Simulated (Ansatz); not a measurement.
Harmonic frequencies (cm⁻¹) at PBE0-D4/def2-TZVP from Ansatz: 99, 102, 116, 150, 194, 243, 342, 381, 427, 664, 684, 1030, 1106, 1113, 1372, 1438, 1467, 1470, 3022, 3095, 3103.

Task: Which molecule is it?
A. `[OH][W]([OH])([Cl])([Cl])([Cl])[Cl]`
B. `[NH]=[W](=[NH])([NH2])[Cl]`
C. `C[N]=[W](=[O])([F])[Cl]`
D. `[O]=[W]([OH])([OH])([F])[F]`

Result: C.
